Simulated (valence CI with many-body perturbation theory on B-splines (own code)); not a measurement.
## Questions on Si I

Computed by valence CI with perturbative core correlation (CI+MBPT): four valence electrons over a frozen Dirac-Fock core [Ne], radial functions for each j: 9 s, 9 p, 8 d, 6 f, 3 g, 1 h, with the one-electron correlation potential Σ1, the two-electron term Σ2, the three-electron term Σ3, Breit, model QED; selected CI, second order for the rest, scaled by the run's own slope (own B-spline code, finite nucleus).

Against 26 measured levels this calculation errs by 33 cm⁻¹ on average and by 176 at most. These come from a selection out of the NIST Handbook of Basic Atomic Spectroscopic Data. Levels without a partner in it may be off by more. Among the levels kept, up to 810 cm⁻¹ of a level comes from second order outside the variational space, and about a tenth of that is noise between levels of different J, which matters for small intervals.

Rates and lifetimes use the calculated energies. Strong lines usually hold to 10 to 20 %, long lifetimes can be off by a factor of two.

Question: What is the ground level?

Answer: 3s2 3p2 3P_0, composition 92 % 3s2 3p2 3P.

Question: How well does LS coupling describe the low levels?

Answer: Among the lowest 20 levels the leading LS term, summed over configurations, holds 99 % on average. For single configurations the figures are 83 % in LS and 60 % in jj coupling. Terms mix most in the J = 1 level at 6.083 eV, where the leading one holds 91 %.

Question: What are the static dipole polarisabilities of the lowest levels?

Answer: 3s2 3p2 3P_0 36.7; 3s2 3p2 3P_1 37.1 (tensor -1.4); 3s2 3p2 3P_2 37.2 (tensor 2.8); 3s2 3p2 1D_2 41.0 (tensor -7.0) bohr³, of which the core gives 0.162. The recommended value for the atom is 37.3 ± 0.7 bohr³ (Schwerdtfeger and Nagle, table of static dipole polarizabilities (2023 update)).

Question: Name the longest-lived excited levels whose lifetime is computed, and their main decay.

Answer: 3s2 3p2 3P_2 at 0.0282 eV lives 22300 s, mostly by M1 to 3s2 3p2 3P_1; 3s2 3p2 1D_2 at 0.7879 eV lives 280 s, mostly by M1 to 3s2 3p2 3P_2; 3s2 3p2 1S_0 at 1.924 eV lives 1.09 s, mostly by E2 to 3s2 3p2 1D_2. The lifetime of 3s2 3p2 3P_1 is too uncertain to give, and may be longer.

Question: Among levels below 6.910 eV, which E1 lines absorb most strongly from the ground level?

Answer: to 3s2 3p 3d 3D°_1 at 184.5 nm, f = 0.265; to 3s2 3p 4s 3P°_1 at 251.3 nm, f = 0.208; to 3s2 3p 3d 3P°_1 at 197.6 nm, f = 0.0464.
